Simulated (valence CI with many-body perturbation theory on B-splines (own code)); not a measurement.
Sn²⁹⁺: magnetic and hyperfine properties of the levels

Calculated by relativistic CI+MBPT: three valence electrons over a frozen Dirac-Fock core [Ar], radial functions for each j: 7 s, 7 p, 8 d, 6 f, 4 g, 1 h, with the one-electron correlation potential Σ1 (screened to all orders), the two-electron term Σ2, the three-electron term Σ3, Breit, model QED; selected single and double excitations, second order for the rest, scaled by the run's own slope (own B-spline code, finite nucleus).

The last digits are not significant, and no measured levels were compared; by estimate large intervals hold to a few tenths of a per cent, small ones and those within an open d or f shell to about a per cent. Only levels of the ground parity were solved; by the run's estimate the other parity begins above the list, which can be wrong where configurations are misplaced.

A/g_I is the dipole constant over the nuclear g factor μ/I (μ in nuclear magnetons, uniformly magnetised nucleus), B/Q the quadrupole constant per barn. Both hold the static response of the core; the bare values leave it out. Large factors of s and p1/2 electrons are usually good to 5 to 10 %; those of open d and f shells near neutrality can be off by tens of per cent, and small factors of p3/2, d and f electrons come from cancelling terms and can be off by a factor of two or in sign, in half-filled shells by more. B is blank for J = 1/2, where it vanishes, and for nearly pure S terms. Energies count from the lowest level.

Names give the largest LS component (configuration and term), which can be under half, so a name can repeat, a term be missing and a line seem to break the LS rules; names also repeat where a configuration has a term twice. Letters in brackets count levels of one name in rising energy.

```
         Level  E (cm⁻¹)      g  A/g_I (MHz)  A/g_I bare  B/Q (MHz/b)  B/Q bare
    3d3 4F_3/2         0  0.535        24600       24200        -9410     -9620
    3d3 4F_5/2     54566  1.037        13900       13900        -6050     -6180
    3d3 4F_7/2     88322  1.151        13000       13200        -2130     -2190
    3d3 4P_3/2     98037  1.327        11200       11500        -6990     -7140
3d3 2G_9/2 [a]    103760  1.152        14200       14300         6520      6650
    3d3 4P_1/2    115210  2.022       -11700      -10700                       
    3d3 2G_7/2    163060  0.983        13900       14000         5330      5450
    3d3 2H_9/2    172000  1.101        12500       12600        10700     10900
    3d3 4P_5/2    173010  1.519         4560        5060        13500     13800
3d3 2D_3/2 [a]    197170  1.167        12900       13100       -14100    -14400
    3d3 2P_1/2    208470  1.306        -2390       -2020                       
   3d3 2H_11/2    220550  1.087        13400       13500        30400     31000
3d3 2D_5/2 [a]    237200  1.201        11700       11900        -3110     -3180
    3d3 2F_5/2    261410  0.953        11300       11400        18500     18900
3d3 2G_9/2 [b]    267440  1.087        10700       10800         8220      8400
    3d3 2F_7/2    270440  1.122        13400       13500         7320      7480
    3d3 2P_3/2    289530  1.198        12000       12200         3640      3710
3d3 2D_3/2 [b]    386770  0.816        20200       20000        16600     16900
3d3 2D_5/2 [b]    399730  1.155        10300       10500         9040      9240
```

(1) Take the isotope of mass number 119, with I = 1/2, μ = -1.0459 μN. What is the hyperfine structure of 3d3 2G_9/2 [a]?

Answers

(1) From the table A = -29700 MHz. Shifts from the centre of gravity in MHz: F = 4: 81700, F = 5: -66800.
